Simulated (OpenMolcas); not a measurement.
An atom or ion with 5 electrons was computed by SS-CASPT2, IPEA 0.25 Eh, imaginary shift 0.1 Eh with spin-orbit coupling (OpenMolcas, ANO-RCC-VTZP, DKH2). The lowest levels that the run gave, each within 12 % of the measured value where one is at hand:

```tsv
J	Parity	E (cm⁻¹)	g
1/2	odd	0.0	0.666
3/2	odd	58.4	1.334
1/2	even	41040	2.671
3/2	even	41060	1.735
5/2	even	41100	1.601
3/2	even	74810	0.800
5/2	even	74810	1.200
1/2	even	97310	2.002
1/2	even	112890	0.666
3/2	even	112940	1.334
3/2	odd	140560	2.002
3/2	odd	152270	0.800
```

Problem. Which ion is it, and what are the configurations and terms?

Solution. C⁺ (Z = 6, charge +1; active space 3 electrons in 4 orbitals (2s 2p)). J, parity and g give the terms where levels are pure, and mixed ones are named by the computed weights; the size of the splittings, set against known spectra of the 5-electron sequence, gives the charge. In order, with the measured energies in cm⁻¹ (NIST Handbook of Basic Atomic Spectroscopic Data): 2s² 2p ²P°_1/2, 2s² 2p ²P°_3/2 (63.4), 2s 2p² ⁴P_1/2 (43003), 2s 2p² ⁴P_3/2 (43025), 2s 2p² ⁴P_5/2 (43054), 2s 2p² ²D_3/2 (74933), 2s 2p² ²D_5/2 (74930), 2s 2p² ²S_1/2 (96494), 2s 2p² ²P_1/2 (110624), 2s 2p² ²P_3/2 (110666), 2p³ ⁴S°_3/2 (142027), 2p³ ²D°_3/2 (150467).

CASPT2 breaks the degeneracy within a term, and the mean is taken; among the terms shown or strongly mixed into the levels shown the widest spread is 440 cm-1 (2p³ ²D°). Terms from blocks run as CI alone lack orbitals of their own. Measured partners are found by configuration, term and J. A level has none where our copy of the source lacks it or the pairing is in doubt (some pairs that miss far off the trend of their configuration count as doubtful), and it then counts in no deviation. Levels of configurations outside the active space are missing.

° marks odd parity.
